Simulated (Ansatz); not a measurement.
Ba6O6⁺, 12 atoms. Hardware: 4 threads of Arm Neoverse V2 on a shared host.

In the def2 sets Ba takes a core potential; there is no spin–orbit coupling. Correlated methods freeze 6 core orbitals; core or outer-core shells of Ba are correlated, in sets that lack core-valence functions.

Problem. How many basis functions does each of these Ansatz runs have, and roughly what does it cost? B2PLYP/def2-TZVP, charge 0 triplet at the geometry of the charge 1 doublet, energy, from earlier orbitals; PBE-D4/def2-TZVP, charge 0 triplet at the geometry of the charge 1 doublet, energy, from earlier orbitals; RPA@PBE/def2-SVP, charge 1 doublet, energy, from earlier orbitals; PBE-D4/def2-TZVP, charge 0 singlet at the geometry of the charge 1 doublet, energy, from earlier orbitals; PBE0-D4/def2-TZVP, charge 1 doublet, energy and forces, from earlier orbitals; PBE0-D4/def2-TZVP, charge 0 triplet at the geometry of the charge 1 doublet, energy; BHLYP-D4/def2-TZVP, charge 1 doublet, energy, from earlier orbitals; B2PLYP/def2-TZVP, charge 1 doublet, energy, from earlier orbitals; PBE-D4/def2-TZVP, charge 1 doublet, energy, from earlier orbitals; PBE-D4/def2-SVP, charge 1 doublet, energy, from earlier orbitals; MP2/def2-SVP, charge 1 doublet, energy, from earlier orbitals; r2SCAN-D4/def2-TZVP, charge 1 doublet, energy, from earlier orbitals.

Solution. Other jobs shared the machine, so times can vary by a factor of up to 3.

```json
{"run": "PBE-D4/def2-TZVP, charge 0 singlet at the geometry of the charge 1 doublet, energy, from earlier orbitals", "functions": "426", "fitting or Cholesky vectors": "2628", "wall time": "20 s", "peak host memory (GiB)": "1.4"}
{"run": "PBE-D4/def2-SVP, charge 1 doublet, energy, from earlier orbitals", "functions": "264", "fitting or Cholesky vectors": "2436", "wall time": "29 s", "peak host memory (GiB)": "0.79"}
{"run": "MP2/def2-SVP, charge 1 doublet, energy, from earlier orbitals", "functions": "264", "fitting or Cholesky vectors": "2046", "wall time": "29 s", "peak host memory (GiB)": "1.3"}
{"run": "PBE-D4/def2-TZVP, charge 1 doublet, energy, from earlier orbitals", "functions": "426", "fitting or Cholesky vectors": "2628", "wall time": "37 s", "peak host memory (GiB)": "1.6"}
{"run": "RPA@PBE/def2-SVP, charge 1 doublet, energy, from earlier orbitals", "functions": "264", "fitting or Cholesky vectors": "2046", "wall time": "49 s", "peak host memory (GiB)": "1.3"}
{"run": "PBE-D4/def2-TZVP, charge 0 triplet at the geometry of the charge 1 doublet, energy, from earlier orbitals", "functions": "426", "fitting or Cholesky vectors": "2628", "wall time": "58 s", "peak host memory (GiB)": "1.6"}
{"run": "r2SCAN-D4/def2-TZVP, charge 1 doublet, energy, from earlier orbitals", "functions": "426", "fitting or Cholesky vectors": "2628", "wall time": "75 s", "peak host memory (GiB)": "1.9"}
{"run": "PBE0-D4/def2-TZVP, charge 1 doublet, energy and forces, from earlier orbitals", "functions": "426", "fitting or Cholesky vectors": "2691", "wall time": "92 s", "peak host memory (GiB)": "3.3"}
{"run": "BHLYP-D4/def2-TZVP, charge 1 doublet, energy, from earlier orbitals", "functions": "426", "fitting or Cholesky vectors": "2691", "wall time": "2 min", "peak host memory (GiB)": "3.5"}
{"run": "PBE0-D4/def2-TZVP, charge 0 triplet at the geometry of the charge 1 doublet, energy", "functions": "426", "fitting or Cholesky vectors": "2691", "wall time": "2.3 min", "peak host memory (GiB)": "3.6"}
{"run": "B2PLYP/def2-TZVP, charge 1 doublet, energy, from earlier orbitals", "functions": "426", "fitting or Cholesky vectors": "2691", "wall time": "2.8 min", "peak host memory (GiB)": "3.5"}
{"run": "B2PLYP/def2-TZVP, charge 0 triplet at the geometry of the charge 1 doublet, energy, from earlier orbitals", "functions": "426", "fitting or Cholesky vectors": "2691", "wall time": "3.7 min", "peak host memory (GiB)": "3.6"}
```
